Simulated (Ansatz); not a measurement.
Basis-set extrapolation for `CN(C)[SiH](N)F` (PBE0-D4/def2-TZVP geometry, frozen core, Ansatz). Multiplicity 1, RHF reference.

|  | def2-TZVPP | def2-QZVPP |
| --- | --- | --- |
| HF | -578.509817 | -578.533745 |
| MP2 correlation | -1.148362 | -1.235021 |
| CCSD(T) correlation | -1.237485 | not run |

Energies in hartree. Use E(X) = E(∞) + A·exp(−7.88·√X) for Hartree–Fock and E(X) = E(∞) + B·X^(−2.97) for correlation, with X = 3 and 4, and add CCSD(T) minus MP2 of the smaller set to the MP2 limit.

Task: What is the CCSD(T) energy at the basis-set limit?

Result: HF limit: -578.533745 + (-0.023928) × 0.13774 = -578.53704. MP2 limit: -1.235021 + (-0.086659) × 0.74074 = -1.29921. Higher-order term: -1.237485 − (-1.148362) = -0.08912. Total: -579.92537 hartree, 111.7 kcal/mol below CCSD(T)/def2-TZVPP.
